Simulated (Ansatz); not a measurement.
The same path of AlFH$_{6}$OSi (10 atoms, charge 0, multiplicity 1) was run 3 times with different band settings. Lost on the way: F9–H10. Made: O2–H10.

The calculation used Ansatz, RHF/def2-SVP.

Relaxed end points:

```xyz
10
Properties=species:S:1:pos:R:3
Al -0.046 0.067 0.105
O -0.653 0.129 1.737
Si -1.370 -0.519 3.058
H -2.429 -1.478 2.665
H -0.382 -1.232 3.901
H -1.981 0.561 3.868
H 1.393 -0.537 -0.098
H -1.110 0.156 -1.051
F 0.339 2.057 0.543
H -0.015 1.955 1.389
```

```xyz
10
Properties=species:S:1:pos:R:3
Al -0.008 0.365 -0.047
O -0.538 0.550 1.866
Si -1.310 -0.429 3.031
H -1.779 -1.602 2.285
H -0.323 -0.780 4.067
H -2.416 0.350 3.613
H 0.952 -0.894 -0.037
H -1.388 0.325 -0.824
F 0.743 1.872 0.049
H -0.188 1.402 2.115
```

Common settings: spring 5.0 eV/Å²; optimiser quadratic models (default); force threshold 0.05 eV/Å; iteration limit 60; end points relaxed.

| run | movable images | climbing image | start path |
| --- | --- | --- | --- |
| 1 | 5 | yes | through a guess of the saddle point |
| 2 | 5 | yes | straight line |
| 3 | 4 | no | through a guess of the saddle point |

**Question.** What does each run give, and how far can it be trusted?

**Answer.** Run 1: converged after 31 iterations, highest image 0.169 eV above the first end. A vibrational analysis at the climbing image gives one clearly imaginary mode, 1101i cm⁻¹: a first-order saddle point.
Run 2: converged after 18 iterations, highest image 0.169 eV above the first end. Another band between the same ends (5 images) ends at a top of the same energy, where a vibrational analysis finds 1 clearly imaginary mode.
Run 3: converged after 24 iterations, highest image 0.023 eV above the first end. No image climbed, so the highest image needn't sit at the top of the path. A band with more images between the same ends climbed to 0.17 eV, so this one has probably stepped over the top.
The orbitals stay closed-shell, which can raise the energy where a bond breaks towards radicals; this wasn't checked here.
